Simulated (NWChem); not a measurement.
System: C2H5ITe; SMILES CC[Te]I

Here is an NWChem input.

```
start job
memory heap 200 mb stack 900 mb global 1100 mb
geometry units angstroms noautoz
  Te     0.642485     1.044881    -0.019015
  I      0.035978    -1.601827     0.037184
  C     -1.316855     1.751651     0.591191
  C     -2.428388     1.500129    -0.402780
  H     -1.135948     2.827800     0.754682
  H     -1.512740     1.297856     1.573012
  H     -2.567121     0.423394    -0.584301
  H     -2.227639     1.982882    -1.370515
  H     -3.381036     1.896776    -0.013167
end
basis spherical
  Te library def2-svp
  I library def2-svp
  C library def2-svp
  H library def2-svp
end
ecp
  Te library def2-ecp
  I library def2-ecp
end
dft
  xc b3lyp
  iterations 150
  mulliken
end
task dft energy
```

Excerpt of the output:

```
             Northwest Computational Chemistry Package (NWChem) 7.3.0
             --------------------------------------------------------

 C1  symmetry detected

                             Geometry "geometry" -> ""
                             -------------------------

 Output coordinates in angstroms (scale by  1.889725989 to convert to a.u.)

  No.       Tag          Charge          X              Y              Z
 ---- ---------------- ---------- -------------- -------------- --------------
    1 Te                  52.0000     0.64367483     1.05575548    -0.03961808
    2 I                   53.0000    -0.00753852    -1.58049907     0.00680834
    3 C                    6.0000    -1.29634082     1.79198342     0.59693209
    4 C                    6.0000    -2.42299831     1.56592769    -0.38606790
    5 H                    1.0000    -1.09517338     2.86380360     0.76511792
    6 H                    1.0000    -1.48907662     1.33528057     1.57802777
    7 H                    1.0000    -2.58221084     0.49291658    -0.57275881
    8 H                    1.0000    -2.22474576     2.05140963    -1.35295201
    9 H                    1.0000    -3.36430836     1.97628904     0.01667804

 Effective nuclear repulsion energy (a.u.)     868.8547085624

                                 NWChem DFT Module
                                 -----------------

 Summary of "ao basis" -> "ao basis" (spherical)
 ------------------------------------------------------------------------------
       Tag                 Description            Shells   Functions and Types
 ---------------- ------------------------------  ------  ---------------------
 Te                         def2-svp                10       26   4s4p2d
 I                          def2-svp                10       26   4s4p2d
 C                          def2-svp                 6       14   3s2p1d
 H                          def2-svp                 3        5   2s1p

            General Information
            -------------------
          SCF calculation type: DFT
          Wavefunction type:  closed shell.
          No. of atoms     :     9
          No. of electrons :    66
           Alpha electrons :    33
            Beta electrons :    33
          Charge           :     0
          Spin multiplicity:     1
          Use of symmetry is: off; symmetry adaption is: off
          Maximum number of iterations: 150
          AO basis - number of functions:   105
                     number of shells:    47
          Convergence on energy requested:  1.00D-06
          Convergence on density requested:  1.00D-05
          Convergence on gradient requested:  5.00D-04

              XC Information
              --------------
                         B3LYP Method XC Potential
                     Hartree-Fock (Exact) Exchange  0.200
                        Slater Exchange Functional  0.800 local
                    Becke 1988 Exchange Functional  0.720 non-local
              Lee-Yang-Parr Correlation Functional  0.810
                  VWN I RPA Correlation Functional  0.190 local

             Grid Information
             ----------------
          Grid used for XC integration:  medium
          Radial quadrature: Mura-Knowles
          Angular quadrature: Lebedev.
          Tag              B.-S. Rad. Rad. Pts. Rad. Cut. Ang. Pts.
          ---              ---------- --------- --------- ---------
          Te                  1.40      123          11.0       590
          I                   1.40      123          12.0       590
          C                   0.70       49          11.0       434
          H                   0.35       45          12.0       434
          Grid pruning is: on
          Number of quadrature shells:   569
          Spatial weights used:  Erf1

      Superposition of Atomic Density Guess
      -------------------------------------

 Sum of atomic energies:        -736.09685438

      Non-variational initial energy
      ------------------------------

 Total energy =    -642.935876
 1-e energy   =   -1667.783656
 2-e energy   =     733.780519
 HOMO         =      -0.218334
 LUMO         =      -0.077123

     ---------------------------------------------
      Total Density - Mulliken Population Analysis
     ---------------------------------------------

    Atom       Charge   Shell Charges
 -----------   ------   -------------------------------------------------------
    1 Te  24    23.76   1.77  0.27  1.21  0.66  2.89  3.14  1.89  1.86  9.85  0.23
    2 I   25    25.24   1.83  0.22  1.23  0.68  2.93  3.13  2.56  2.64  9.83  0.20
    3 C    6     6.29   1.99  0.95  0.31  1.89  1.13  0.03
    4 C    6     6.25   1.99  0.96  0.19  2.05  1.04  0.03
    5 H    1     0.88   0.67  0.19  0.02
    6 H    1     0.88   0.67  0.18  0.02
    7 H    1     0.90   0.67  0.20  0.03
    8 H    1     0.90   0.67  0.20  0.02
    9 H    1     0.90   0.67  0.20  0.02

   convergence    iter        energy       DeltaE   RMS-Dens  Diis-err
 ---------------- ----- ----------------- --------- --------- ---------
 d= 0,ls=0.0,diis     1   -645.0463401868 -9.36D+02  1.00D-02  2.89D-01
 d= 0,ls=0.0,diis     2   -645.0629584007 -1.66D-02  5.76D-03  1.39D-01
 d= 0,ls=0.0,diis     3   -645.0794180404 -1.65D-02  2.35D-03  4.54D-02
 d= 0,ls=0.0,diis     4   -645.0870892857 -7.67D-03  5.15D-04  1.94D-03
 d= 0,ls=0.0,diis     5   -645.0874050764 -3.16D-04  7.84D-05  3.96D-05
  Resetting Diis
 d= 0,ls=0.0,diis     6   -645.0874092021 -4.13D-06  4.02D-05  1.57D-05
 d= 0,ls=0.0,diis     7   -645.0874114633 -2.26D-06  2.43D-05  1.03D-06
 d= 0,ls=0.0,diis     8   -645.0874112302  2.33D-07  1.53D-05  2.37D-06
 d= 0,ls=0.0,diis     9   -645.0874116336 -4.03D-07  1.34D-06  1.88D-08

         Total DFT energy =     -645.087411633635
      One electron energy =    -1670.865063961650
           Coulomb energy =      790.615077368936
    Exchange-Corr. energy =      -55.904685447817
 Nuclear repulsion energy =      291.067260406897

 Numeric. integr. density =       65.999975924407

                       DFT Final Molecular Orbital Analysis
                       ------------------------------------

 Vector   31  Occ=2.000000D+00  E=-2.822123D-01
              MO Center=  1.0D-01, -9.5D-01, -2.6D-04, r^2= 3.2D+00
   Bfn.  Coefficient  Atom+Function         Bfn.  Coefficient  Atom+Function
  ----- ------------  ---------------      ----- ------------  ---------------
    39      0.499078  2 I  pz                42      0.435664  2 I  pz
    13      0.246486  1 Te pz                16      0.210363  1 Te pz
    36     -0.203139  2 I  pz                37      0.169342  2 I  px
    33     -0.164561  2 I  pz                40      0.146466  2 I  px
    10     -0.098092  1 Te pz                11      0.083703  1 Te px

 Vector   32  Occ=2.000000D+00  E=-2.639685D-01
              MO Center= -7.7D-02, -1.1D+00,  3.8D-02, r^2= 3.5D+00
   Bfn.  Coefficient  Atom+Function         Bfn.  Coefficient  Atom+Function
  ----- ------------  ---------------      ----- ------------  ---------------
    37      0.530635  2 I  px                40      0.483437  2 I  px
    34     -0.215575  2 I  px                39     -0.178499  2 I  pz
    31     -0.174389  2 I  px                42     -0.163541  2 I  pz
    11     -0.155426  1 Te px                56      0.142146  3 C  px
    55      0.125744  3 C  s                  4     -0.109619  1 Te s

 Vector   33  Occ=2.000000D+00  E=-2.107843D-01
              MO Center=  4.4D-01,  4.7D-01, -2.1D-02, r^2= 3.9D+00
   Bfn.  Coefficient  Atom+Function         Bfn.  Coefficient  Atom+Function
  ----- ------------  ---------------      ----- ------------  ---------------
    13      0.514731  1 Te pz                16      0.493757  1 Te pz
    39     -0.300770  2 I  pz                42     -0.301969  2 I  pz
    10     -0.201079  1 Te pz                 7     -0.156422  1 Te pz
    11      0.155732  1 Te px                14      0.150348  1 Te px
    36      0.121210  2 I  pz                69      0.115079  4 C  s

 Vector   34  Occ=0.000000D+00  E=-9.974150D-02
              MO Center=  3.8D-01,  7.1D-02, -1.7D-02, r^2= 5.0D+00
   Bfn.  Coefficient  Atom+Function         Bfn.  Coefficient  Atom+Function
  ----- ------------  ---------------      ----- ------------  ---------------
    15      0.685523  1 Te py                41      0.600668  2 I  py
    12      0.474924  1 Te py                38      0.376432  2 I  py
    30      0.240622  2 I  s                  3     -0.222332  1 Te s
    29      0.201962  2 I  s                  9     -0.185416  1 Te py
     4     -0.169212  1 Te s                 40      0.163175  2 I  px

 Vector   35  Occ=0.000000D+00  E=-1.612377D-02
              MO Center=  1.1D-01,  1.2D+00,  1.1D-01, r^2= 4.4D+00
   Bfn.  Coefficient  Atom+Function         Bfn.  Coefficient  Atom+Function
  ----- ------------  ---------------      ----- ------------  ---------------
    55      1.089069  3 C  s                 14      0.883410  1 Te px
     4     -0.525858  1 Te s                 59      0.505749  3 C  px
    56      0.324021  3 C  px                11      0.320839  1 Te px
    16     -0.279480  1 Te pz                82     -0.257658  5 H  s
    15     -0.238534  1 Te py                 3     -0.226089  1 Te s

 Vector   36  Occ=0.000000D+00  E= 5.940018D-02
              MO Center= -2.1D+00,  1.9D+00,  3.0D-01, r^2= 6.1D+00
   Bfn.  Coefficient  Atom+Function         Bfn.  Coefficient  Atom+Function
  ----- ------------  ---------------      ----- ------------  ---------------
    69      1.801011  4 C  s                102     -1.093093  9 H  s
    55      1.074201  3 C  s                 82     -1.040204  5 H  s
    87     -0.807345  6 H  s                 97     -0.728724  8 H  s
    92     -0.644230  7 H  s                 61      0.507736  3 C  pz
    60      0.371547  3 C  py                73     -0.323962  4 C  px

[...]
```

Level: B3LYP/def2-SVP with def2 effective core potentials on Te, I. Coordinates come from a PBE0/def2-SVP optimisation. Not confirmed as a minimum by frequencies. def2 effective core potentials on Te, I; no spin-orbit coupling.
